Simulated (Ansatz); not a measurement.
A structure relaxed at PBE0-D4/def2-TZVP, charge 0, multiplicity 1:

Cartesian coordinates in Å:
```
Si -0.119 1.172 2.165
Al -0.021 0.046 -0.019
Si 0.962 -2.208 -0.096
Si -0.861 1.075 -2.087
H -0.723 2.533 2.111
H -0.919 0.361 3.129
H 1.251 1.309 2.740
H 0.996 -2.801 -1.462
H 2.362 -2.185 0.421
H 0.189 -3.139 0.779
H 0.238 1.177 -3.093
H -1.925 0.221 -2.691
H -1.429 2.439 -1.898
```

Q: Give its formula and SMILES.

A: AlH9Si3, `[SiH3][Al]([SiH3])[SiH3]`.

Q: Point group (tolerance 0.08 Å, 0.16 Å for H)?

A: Cs.

Q: Summarise the bond lengths by kind.

A: 3 × Al–Si 2.458 to 2.460 Å; 9 × H–Si 1.490 to 1.493 Å.

Computed with Ansatz.
